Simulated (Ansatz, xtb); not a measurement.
## C4H7FSi2: 3 structures ranked

3 gas-phase structures of C4H7FSi2, from a drawn sample of its isomers (lower ones may exist). Each was relaxed with GFN2-xTB; where two conformers were screened, the lower at r2SCAN-D4/def2-SVP is listed:

A. `C=C[Si@H](F)C#C[SiH3]`, a singlet
B. `F[SiH]1C=C[SiH2]C=C1`, a singlet
C. `C=C[SiH2]C#C[SiH2]F`, a singlet

Q: Make a reasoned guess at their ranking by r2SCAN-D4/def2-SVP single-point energy.

A: Calculated order at r2SCAN-D4/def2-SVP: B (0.0), A (31.4), C (33.1) kcal/mol.

Energies above the lowest of each column, in kcal/mol; the last columns are at PBE-D3(BJ)/def2-SVP geometries:

```
structure  GFN2-xTB  HF/STO-3G  r2SCAN-D4/def2-SVP  PBE-D3(BJ)/def2-SVP  CCSD(T)/def2-SVP + ΔMP2/def2-TZVPP
        B       0.0        0.0                 0.0                  0.0                                 0.0
        A      17.7       35.1                31.4                 31.0                                23.3
        C      16.1       36.5                33.1                 33.9                                25.1
```

Every level run on B puts it lowest or level with the lowest. Flexible structures stand in one conformer each, not always the lowest. A keeps a small imaginary mode. C keeps a small imaginary mode. ΔMP2 is the change of the MP2 energy from the smaller to the larger basis.

Programs: Ansatz 0.2.0, xtb 6.7.1.
